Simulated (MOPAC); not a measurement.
A run for MOPAC: PM6 on FHPbS (SMILES [F][Pb][SH]), a point of a torsion scan.

```
PM6 1SCF PRECISE CHARGE=0 THREADS=1
FHPbS

F      1.97693498 1    -0.77079987 1    -0.24021407 1
Pb     0.99798170 1     1.04294190 1    -0.64498396 1
S     -1.43995909 1     0.33032730 1    -0.44057648 1
H     -1.79211150 1     0.65971041 1    -1.67758873 1
```

Program output:

```
*******************************************************************************
 **                                                                           **
 **                              MOPAC v23.2.5                                **
 **                                                                           **
 *******************************************************************************
 ** MOPAC's Digital Object Identifier: https://doi.org/10.5281/zenodo.6511958 **
 **                                                                           **
 ** Please cite the open-source release paper for use of this MOPAC version:  **
 ** J. E. Moussa and J. J. P. Stewart (2026)                                  **
 ** MOPAC: An open-source semiempirical molecular orbital program             **
 ** J. Open Source Softw., 11(119), 8025, https://doi.org/10.21105/joss.08025 **
 *******************************************************************************

                              PM6 CALCULATION RESULTS

 *******************************************************************************
 *  PM6        - The PM6 Hamiltonian to be used
 *
 *
 *
 *                 CHARGE ON SYSTEM = 0
 *
 *
 *
 *  PRECISE    - TIGHTER CRITERIA TO BE USED
 *  1SCF       - DO 1 SCF AND THEN STOP
 *  THREADS=1  - MULTI-THREADING NOT USED
 *  T=         - A TIME OF 172800.0 SECONDS REQUESTED
 *  DUMP=N     - RESTART FILE WRITTEN EVERY 7200.0 SECONDS REQUESTED
 *******************************************************************************
PM6 1SCF PRECISE CHARGE=0 THREADS=1
 FHPbS

   ATOM   CHEMICAL          X               Y               Z
  NUMBER   SYMBOL      (ANGSTROMS)     (ANGSTROMS)     (ANGSTROMS)

     1       F          1.97693498  *  -0.77079987  *  -0.24021407  *
     2      Pb          0.99798170  *   1.04294190  *  -0.64498396  *
     3       S         -1.43995909  *   0.33032730  *  -0.44057648  *
     4       H         -1.79211150  *   0.65971041  *  -1.67758873  *



          CARTESIAN COORDINATES

    NO.       ATOM           X           Y           Z

     1         F          1.9769     -0.7708     -0.2402
     2        Pb          0.9980      1.0429     -0.6450
     3         S         -1.4400      0.3303     -0.4406
     4         H         -1.7921      0.6597     -1.6776

 General Reference for PM6:
 "Optimization of Parameters for Semiempirical Methods V: Modification of NDDO Approximations
 and Application to 70 Elements", J. J. P. Stewart, J. Mol. Mod., 13, 1173-1213 (2007)
 URL: https://link.springer.com/article/10.1007/s00894-007-0233-4

           Empirical Formula: H F Pb S  =     4 atoms



      MOLECULAR POINT GROUP   :   C1


      RHF CALCULATION, NO. OF DOUBLY OCCUPIED LEVELS = 9


 -------------------------------------------------------------------------------
 PM6 1SCF PRECISE CHARGE=0 THREADS=1
 FHPbS



     1SCF WAS SPECIFIED, SO BFGS WAS NOT USED
     SCF FIELD WAS ACHIEVED


                              PM6 CALCULATION
                                                       MOPAC v23.2.5 Linux




          FINAL HEAT OF FORMATION =        -34.68382 KCAL/MOL =    -145.11709 KJ/MOL


          COSMO AREA              =        112.33 SQUARE ANGSTROMS
          COSMO VOLUME            =         99.67 CUBIC ANGSTROMS

          IONIZATION POTENTIAL    =          9.125819 EV
          HOMO LUMO ENERGIES (EV) =         -9.126 -2.626
          NO. OF FILLED LEVELS    =          9
          MOLECULAR WEIGHT        =        259.2663         POINT GROUP:  C1

          MOLECULAR DIMENSIONS (Angstroms)

            Atom       Atom       Distance
            H     4    F     1     4.27997
            S     3   Pb     2     1.76274
            F     1    S     3     0.79142


          SCF CALCULATIONS        =          1





   ATOM   CHEMICAL          X               Y               Z
  NUMBER   SYMBOL      (ANGSTROMS)     (ANGSTROMS)     (ANGSTROMS)

     1       F          1.97693498  *  -0.77079987  *  -0.24021407  *
     2      Pb          0.99798170  *   1.04294190  *  -0.64498396  *
     3       S         -1.43995909  *   0.33032730  *  -0.44057648  *
     4       H         -1.79211150  *   0.65971041  *  -1.67758873  *

                             CARTESIAN COORDINATES

   1    F        1.976934980    -0.770799870    -0.240214070
   2   Pb        0.997981700     1.042941900    -0.644983960
   3    S       -1.439959090     0.330327300    -0.440576480
   4    H       -1.792111500     0.659710410    -1.677588730


           Empirical Formula: H F Pb S  =     4 atoms



      MOLECULAR POINT GROUP   :   C1


                  EIGENVALUES
 -35.60133 -29.95109 -19.09982 -13.18531 -12.60623 -12.34498 -11.67507  -9.31641
  -9.12582  -2.62617  -1.55443  -1.04128   0.76182   1.97402   2.02941   2.05905
   2.08779   3.69682


              NET ATOMIC CHARGES AND DIPOLE CONTRIBUTIONS

  ATOM NO.   TYPE          CHARGE      No. of ELECS.   s-Pop       p-Pop       d-Pop
    1          F          -0.655918        7.6559     1.95559     5.70033
    2         Pb           0.993045        3.0070     1.93960     1.06736
    3          S          -0.542903        6.5429     1.92130     4.52083     0.10077
    4          H           0.205776        0.7942     0.79422
 DIPOLE           X         Y         Z       TOTAL
 POINT-CHG.     0.515     7.194    -2.829     7.747
 HYBRID        -0.639    -2.309     0.927     2.569
 SUM           -0.124     4.885    -1.902     5.244


          ATOMIC ORBITAL ELECTRON POPULATIONS

     Atom    s        px        py        pz      x^2-y^2     xz        z^2       yz        xy
    1  F   1.95559   1.91991   1.85494   1.92548
    2 Pb   1.93960   0.49602   0.41123   0.16011
    3  S   1.92130   1.47332   1.83848   1.20903   0.00876   0.01337   0.05371   0.01950   0.00543
    4  H   0.79422

 **********************
 *                    *
 * JOB ENDED NORMALLY *
 *                    *
 **********************




 == MOPAC DONE ==
```

The run finished.

Cost: around 0.04 core-seconds (rough).
